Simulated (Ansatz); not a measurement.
A nudged elastic band was laid between two geometries of C₂H₄SSi (8 atoms, charge 0, multiplicity 1).

All numbers below come from RKS LDA/def2-SVP in Ansatz 0.2.0.

```json
{
 "movable images": "7",
 "climbing image": "yes",
 "spring": "5.0 eV/Å²",
 "optimiser": "quadratic models (default)",
 "start path": "IDPP",
 "force threshold": "0.05 eV/Å",
 "iteration limit": "60",
 "end points": "relaxed"
}
```

Initial state:

```xyz
8
Properties=species:S:1:pos:R:3
S -1.802 1.131 1.488
C -0.747 0.543 0.423
C 0.702 0.561 0.213
Si -0.185 -0.926 -0.583
H 1.021 1.171 -0.664
H 1.396 0.672 1.072
H -0.076 -0.935 -2.078
H -0.215 -2.273 0.072
```

Final state:

```xyz
8
Properties=species:S:1:pos:R:3
S -1.805 1.134 1.482
C -0.748 0.545 0.420
C 0.702 0.559 0.216
Si -0.186 -0.925 -0.585
H 1.392 0.664 1.079
H 1.028 1.170 -0.657
H -0.079 -0.932 -2.080
H -0.214 -2.273 0.069
```

Problem. Which bonds break or form, and what moves?

Solution. No bond is made or broken. The dihedral S1–C2–C3–H5 goes from -110 to 28°. The two ends are copies of one structure, up to a mirror image or an exchange of like atoms.

Problem. Give the energies along the band, and the barrier.

Solution. The run converged. The highest image is number 5 of 0 to 8, 103.2 kJ/mol above the ends, which have the same energy within 2 meV. The profile has 2 maxima (images 1, 5) with wells between them (image 2): this band takes more than one step, which may be the mechanism or a detour left from its start path. A vibrational analysis at the climbing image gives one clearly imaginary mode, 696i cm⁻¹: a first-order saddle point.

| image | path coordinate (Å) | energy (kJ/mol) | dihedral S1–C2–C3–H5 (°) |
| --- | --- | --- | --- |
| 0 | 0.00 | 0.0 | -110 |
| 1 | 0.61 | 1.9 | -70 |
| 2 | 1.23 | 0.2 | -33 |
| 3 | 1.84 | 16.6 | -13 |
| 4 | 2.45 | 68.1 | -5 |
| 5 | 3.06 | 103.2 | 0 |
| 6 | 3.66 | 70.1 | 5 |
| 7 | 4.25 | 19.4 | 12 |
| 8 | 4.84 | 0.0 | 28 |

Problem. What is the geometry of the highest image?

Solution. 
```xyz
8
Properties=species:S:1:pos:R:3:forces:R:3
S -2.205 1.498 0.549 0.01 -0.02 0.00
C -0.865 0.631 0.230 -0.03 0.03 0.01
C 0.504 0.756 0.232 0.03 -0.02 -0.01
Si -0.249 -1.058 -0.343 -0.01 0.01 -0.01
H 1.112 1.638 0.499 -0.01 0.00 0.00
H 1.254 -0.065 -0.061 -0.01 0.01 0.01
H 0.236 -1.341 -1.747 0.00 -0.01 0.00
H 0.305 -2.116 0.586 0.01 0.00 0.00
```

The run took 2.6 min on 1 CPU thread of a shared host.
